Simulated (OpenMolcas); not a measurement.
## Rh+: from CASSCF to CASPT2

```
Program             : OpenMolcas 26.06
Basis               : ANO-RCC-VQZP [8s7p5d3f2g1h]
Scalar Hamiltonian  : DKH2, point nucleus
Active space        : 8 electrons in 11 orbitals (4d 5s 5d)
State averaging     : 2S+1 = 3 even, 10 roots; 2S+1 = 1 even, 14 roots kept (CI in the orbitals of an earlier block)
Spin-orbit coupling : RASSI with atomic mean-field integrals over the reference wave functions, term energies averaged over their components
```

Methods on the same reference wave functions:
A. CASSCF
B. SS-CASPT2, IPEA 0.25 Eh, imaginary shift 0.1 Eh (closed shells correlated: 4s 4p)

Energies in cm⁻¹ above 4d⁸ ³F₄, the measured ground level; measured values from NIST Handbook of Basic Atomic Spectroscopic Data.

| Level | A | B | Measured |
| --- | --- | --- | --- |
| 4d⁸ ³F₄ | 0.0 | 0.0 | 0.0 |
| 4d⁸ ³F₃ | 2355 | 2370 | 2401 |
| 4d⁸ ³F₂ | 3654 | 3500 | 3581 |
| 4d⁸ ³P₂ [53 %] | 10351 | 7950 |  |
| 4d⁸ ³P₁ | 13087 | 10410 | 10515 |
| 4d⁸ ³P₀ | 13679 | 11000 | 10761 |
| 4d⁸ ¹D₂ [52 %] | 13723 | 11320 |  |
| 4d⁸ ¹G₄ | 17678 | 14890 | 14855 |

Deviations, from unrounded energies. A percentage is the sum of absolute deviations over the sum of measured energies, with the sign that they share, or ± where signs differ.

```
                        Against measurement  Levels      A     B
             mean absolute deviation (cm-1)       5   1700    99
      fine structure of the ground term (%)       2   ±2.0  -2.0
other terms of the ground configuration (%)       3  +23.0  ±1.0
```

B lies closest to measurement on these levels. The largest miss of B in the table is 4d⁸ ³P₀, by +240 cm-1. The ranking rests on the paired levels alone, and a cruder setting can come out closer through cancelling errors.

From A to B the spin-free energies of the other terms of 4d⁸ shown, above ³F, scale by factors of 0.75 to 0.82, as is usual when dynamic correlation screens the repulsion within a d or f shell.

The lowest spin-free term lies below A's lowest term by 0.533 hartree in B.

Term energies are means over components that CASPT2 splits; among the terms shown or strongly mixed into the levels shown the widest spread is 550 cm-1 (4d⁸ ¹G, B). Terms from blocks run as CI alone lack orbitals of their own. Active for correlation alone: 5d; no level in the range computed is led by a configuration that fills it, so any true level of that kind is missing. No level of 4d⁷ 5s was computed, though it lies in the active space. Without dynamic correlation excited terms often stand tens of per cent too high (terms of higher spin than the ground term too low), and those without a measured partner can miss by more than the paired ones (holds for A). Computed and measured levels are paired by configuration, term and J; levels that our copy of the source lacks, or whose pairing is in doubt (as where it misses far off the trend of its configuration), stay unpaired and out of the deviations. Only configurations of the active space appear.

A share in square brackets marks a mixed level and gives the weight of the term that names it, the lowest over the columns.
